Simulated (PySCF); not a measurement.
Compound: C6H12F3N.
SMILES with atom numbers: `[CH3:1][C:2]([CH3:3])([CH3:4])[NH:5][CH2:6][C:7]([F:8])([F:9])[F:10]` (hydrogens: H11, H12, H13 on C1; H14, H15, H16 on C3; H17, H18, H19 on C4; H20 on N5; H21, H22 on C6)

The same species was optimised twice, with GFN2-xTB and with PBE0-D3(BJ)/def2-SVP (PySCF), and the same property calculations (PySCF, gas phase) were run on both structures.

```json
{"coordinate": "C6–C7 (Å)", "GFN2-xTB": "1.521", "PBE0-D3(BJ)/def2-SVP": "1.510", "change": "-0.011"}
{"coordinate": "N5–C6 (Å)", "GFN2-xTB": "1.441", "PBE0-D3(BJ)/def2-SVP": "1.433", "change": "-0.008"}
{"coordinate": "C7–F10 (Å)", "GFN2-xTB": "1.344", "PBE0-D3(BJ)/def2-SVP": "1.338", "change": "-0.006"}
{"coordinate": "C7–F9 (Å)", "GFN2-xTB": "1.335", "PBE0-D3(BJ)/def2-SVP": "1.330", "change": "-0.005"}
{"coordinate": "C2–C3 (Å)", "GFN2-xTB": "1.531", "PBE0-D3(BJ)/def2-SVP": "1.527", "change": "-0.004"}
{"coordinate": "C7–F8 (Å)", "GFN2-xTB": "1.343", "PBE0-D3(BJ)/def2-SVP": "1.341", "change": "-0.002"}
{"coordinate": "C2–C4 (Å)", "GFN2-xTB": "1.536", "PBE0-D3(BJ)/def2-SVP": "1.534", "change": "-0.002"}
{"coordinate": "C1–C2 (Å)", "GFN2-xTB": "1.531", "PBE0-D3(BJ)/def2-SVP": "1.529", "change": "-0.002"}
{"coordinate": "C2–N5 (Å)", "GFN2-xTB": "1.463", "PBE0-D3(BJ)/def2-SVP": "1.464", "change": "+0.001"}
{"coordinate": "N5–C6–C7 (°)", "GFN2-xTB": "108.5", "PBE0-D3(BJ)/def2-SVP": "110.1", "change": "+1.6"}
{"coordinate": "C6–C7–F8 (°)", "GFN2-xTB": "112.2", "PBE0-D3(BJ)/def2-SVP": "110.9", "change": "-1.3"}
{"coordinate": "F9–C7–F10 (°)", "GFN2-xTB": "106.6", "PBE0-D3(BJ)/def2-SVP": "107.7", "change": "+1.1"}
{"coordinate": "F8–C7–F10 (°)", "GFN2-xTB": "106.3", "PBE0-D3(BJ)/def2-SVP": "107.3", "change": "+1.0"}
{"coordinate": "C6–C7–F10 (°)", "GFN2-xTB": "111.5", "PBE0-D3(BJ)/def2-SVP": "110.6", "change": "-0.9"}
{"coordinate": "F8–C7–F9 (°)", "GFN2-xTB": "106.7", "PBE0-D3(BJ)/def2-SVP": "107.6", "change": "+0.9"}
{"coordinate": "C6–C7–F9 (°)", "GFN2-xTB": "113.0", "PBE0-D3(BJ)/def2-SVP": "112.6", "change": "-0.4"}
{"coordinate": "C3–C2–N5 (°)", "GFN2-xTB": "105.6", "PBE0-D3(BJ)/def2-SVP": "106.0", "change": "+0.4"}
{"coordinate": "C1–C2–N5–C6 (°)", "GFN2-xTB": "61", "PBE0-D3(BJ)/def2-SVP": "68", "change": "+7"}
{"coordinate": "C2–N5–C6–C7 (°)", "GFN2-xTB": "-173", "PBE0-D3(BJ)/def2-SVP": "-163", "change": "+10"}
{"coordinate": "N5–C6–C7–F8 (°)", "GFN2-xTB": "-62", "PBE0-D3(BJ)/def2-SVP": "-57", "change": "+5"}
```

Rotational constants: A = 2468, B = 646.8, C = 645.2 MHz (GFN2-xTB) against A = 2461, B = 653.8, C = 652.4 MHz (PBE0-D3(BJ)/def2-SVP). Point groups within 0.08 Å: C1 and C1.

On the GFN2-xTB structure: HOMO (eV) -6.82 [PBE0/pcSseg-1]; LUMO (eV) 1.08 [PBE0/pcSseg-1]; dipole (D) 3.01 [PBE0/pcSseg-1]; GIAO shielding of C1/C3/C4 (mean) (ppm) 156.4 [PBE0/pcSseg-1]; GIAO shielding of C2 (ppm) 135.5 [PBE0/pcSseg-1]; GIAO shielding of N5 (ppm) 196.0 [PBE0/pcSseg-1]; GIAO shielding of C6 (ppm) 137.2 [PBE0/pcSseg-1]; GIAO shielding of C7 (ppm) 51.6 [PBE0/pcSseg-1]; GIAO shielding of F8/F9/F10 (mean) (ppm) 260.6 [PBE0/pcSseg-1].

Q: What do these properties become on the PBE0-D3(BJ)/def2-SVP structure?

A: 
| property | level | on GFN2-xTB | on PBE0-D3(BJ)/def2-SVP | change |
| --- | --- | --- | --- | --- |
| HOMO (eV) | PBE0/pcSseg-1 | -6.82 | -6.83 | -0.01 |
| LUMO (eV) | PBE0/pcSseg-1 | 1.08 | 1.05 | -0.03 |
| dipole (D) | PBE0/pcSseg-1 | 3.01 | 2.97 | -0.04 |
| energy, GFN2-xTB geometry as zero (kcal/mol) | PBE0/pcSseg-1 | 0.0 | -0.9 | -0.9 |
| GIAO shielding of C1/C3/C4 (mean) (ppm) | PBE0/pcSseg-1 | 156.4 | 154.5 | -1.9 |
| GIAO shielding of C2 (ppm) | PBE0/pcSseg-1 | 135.5 | 135.6 | +0.1 |
| GIAO shielding of N5 (ppm) | PBE0/pcSseg-1 | 196.0 | 199.1 | +3.1 |
| GIAO shielding of C6 (ppm) | PBE0/pcSseg-1 | 137.2 | 137.7 | +0.5 |
| GIAO shielding of C7 (ppm) | PBE0/pcSseg-1 | 51.6 | 53.6 | +2.0 |
| GIAO shielding of F8/F9/F10 (mean) (ppm) | PBE0/pcSseg-1 | 260.6 | 265.4 | +4.8 |

The heavy atoms differ by 0.169 Å rms after alignment. Among bonds between heavy atoms C6–C7 changes most (-0.011 Å). Changes are differences of the printed values. Neither structure is proved a minimum here.

The values belong to the conformer `[CH3:1][C:2]([CH3:3])([CH3:4])[NH:5][CH2:6][C:7]([F:8])([F:9])[F:10]`: C1–C2–N5–C6 68°, C2–N5–C6–C7 -163°, N5–C6–C7–F8 -57°.
